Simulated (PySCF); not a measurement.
C2H3F2Ga. Atoms are numbered in the order given.

```xyz
8

Ga     0.0421    -0.3199     0.0000
F      0.9727    -1.8039     0.0000
F     -1.6886    -0.6084     0.0000
C      0.7572     1.4717     0.0000
C     -0.0675     2.5318     0.0000
H      1.8422     1.6229     0.0000
H      0.3142     3.5598     0.0000
H     -1.1571     2.4230     0.0000
```
Charge 0, spin multiplicity 1.

Geometry optimised at TPSSh-D3(BJ)/def2-SVP. The structure was generated by enumeration; whether it is a known compound was not checked. One conformer was computed; it need not be the lowest.

All values below come from IEF-PCM-B3LYP/def2-SVP (PySCF).

The values are the electrostatic part of the solvation free energy, E(continuum) − E(gas) at the gas-phase geometry, in a cavity of scaled van der Waals radii (PySCF's table); cavitation and dispersion terms are not included. A continuum can't describe solvent molecules that bind to the metal. In vacuum the orbital gap is 6.68 eV. The dipole moment in vacuum is 3.55 D.

### Question
Estimate the values in water (ε = 78.36), N,N-dimethylformamide (ε = 37.22), tetrahydrofuran (ε = 7.43). (The exact figures need the calculation; the answer reports its results.)

### Answer

```
solvent                    ε  ΔG(elec) (kcal/mol)  dipole (D)  gap (eV)
---------------------  -----  -------------------  ----------  --------
water                  78.36                 -7.5        4.11      6.68
N,N-dimethylformamide  37.22                 -7.3        4.10      6.68
tetrahydrofuran         7.43                 -6.2        4.02      6.67
```
